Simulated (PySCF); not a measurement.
Molecular orbitals of TeF

PBE0 at R = 1.922 Å; Te cc-pVTZ-PP with ECP28, F cc-pVTZ; scalar-relativistic core potentials (PySCF 2.14). State: ²Π (doublet), unpaired electrons π ↑. Only the outer orbitals are listed, counted within each symmetry, core potentials removing the inner ones.

```tsv
spin	orbital	occ.	ε (eV)	on Te (%)	main shells (%)
α	5σ	1	-32.46	6	93 F s
α	6σ	1	-18.00	83	83 Te s, 14 F p
α	7σ	1	-12.38	35	64 F p, 21 Te p, 13 Te s
α	3π	1	-12.22	12	88 F p, 10 Te p
α	3π	1	-11.93	9	91 F p
α	4π	1	-7.79	91	90 Te p, 9 F p
α	4π	1	-6.76	93	93 Te p
α	8σ	0	-2.56	89	78 Te p, 12 F p
α	9σ	0	2.79	100	96 Te s
α	2δ	0	5.26	100	100 Te d
β	5σ	1	-32.31	6	93 F s
β	6σ	1	-17.17	78	78 Te s, 19 F p
β	7σ	1	-12.13	39	60 F p, 20 Te p, 18 Te s
β	3π	1	-11.87	9	91 F p
β	3π	1	-11.66	8	92 F p
β	4π	1	-6.46	94	93 Te p
β	4π	0	-4.27	95	94 Te p
β	8σ	0	-2.20	90	79 Te p, 12 F p
β	9σ	0	3.12	100	98 Te s
```

**Question.** Which are the highest filled and the lowest empty level, where do they sit, and how wide is the gap?

**Answer.** Highest filled β 4π at -6.46 eV (in %: 93 Te p); lowest empty β 4π at -4.27 eV (in %: 94 Te p); the gap at PBE0 is 2.19 eV. Both belong to one degenerate shell, split only by its one-sided filling, so this is no excitation gap.

```
bond order (Mayer)                              : 0.99
⟨S²⟩                                            : 0.754
charge on Te (Mulliken, basis-dependent)        : 0.36
charge on Te (Löwdin, basis-dependent)          : 0.30
dipole moment (positive dipole means Te(−)F(+)) : -2.08 D
polarisability along the bond                   : 34.3 bohr³
polarisability across the bond                  : 29.6 bohr³
```

Spin–orbit coupling is left out. The state was picked by a PBE0 search and need not be the measured ground state.
